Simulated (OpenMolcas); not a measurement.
Consider [Cu2(μ-OH)2(NH3)4]2+, a planar model complex in vacuum (2 bridging OH, bridge angle 100°, metal-metal distance 3.00 Å, Cu–OH 1.96 Å; typed geometry, not optimised).

```xyz
22

Cu    -1.5014     0.0000     0.0000
Cu     1.5014     0.0000     0.0000
O      0.0000     1.2599     0.0000
H      0.0000     2.2199     0.0000
O      0.0000    -1.2599     0.0000
H      0.0000    -2.2199     0.0000
N     -2.9369     1.4354     0.0000
H     -3.2187     1.7172     0.9389
H     -2.6437     2.2922    -0.4695
H     -3.7937     1.1423    -0.4694
N     -2.9369    -1.4354     0.0000
H     -3.2187    -1.7172     0.9389
H     -3.7936    -1.1423    -0.4695
H     -2.6437    -2.2922    -0.4694
N      2.9369     1.4354     0.0000
H      3.2187     1.7172     0.9389
H      3.7936     1.1423    -0.4695
H      2.6437     2.2922    -0.4694
N      2.9369    -1.4354     0.0000
H      3.2187    -1.7172     0.9389
H      2.6437    -2.2922    -0.4695
H      3.7937    -1.1423    -0.4694
```

Task: Give the energies of the total-spin states at CASSCF(2,2) on the singly occupied d orbitals (ANO-RCC-VDZP on Cu, O, N and ANO-RCC-VDZ on H, scalar-relativistic DKH2, RICD, no spin-orbit coupling, OpenMolcas), and the exchange constant.

Result: Local spins 1/2 and 1/2.

```csv
total S,E (cm⁻¹),"natural occupations, lowest and highest"
1,30.5,"1.000, 1.000"
0,0.0,"0.956, 1.044"
```

J = -15.2 cm⁻¹ (antiferromagnetic).

J is defined by H = −2J S1·S2, so negative values are antiferromagnetic. Wave-function values come from the highest and lowest total spin; broken-symmetry values use Yamaguchi's formula with the computed ⟨S²⟩. The active space holds the singly occupied metal orbitals alone, without bridging-ligand orbitals. No row is a measured value.
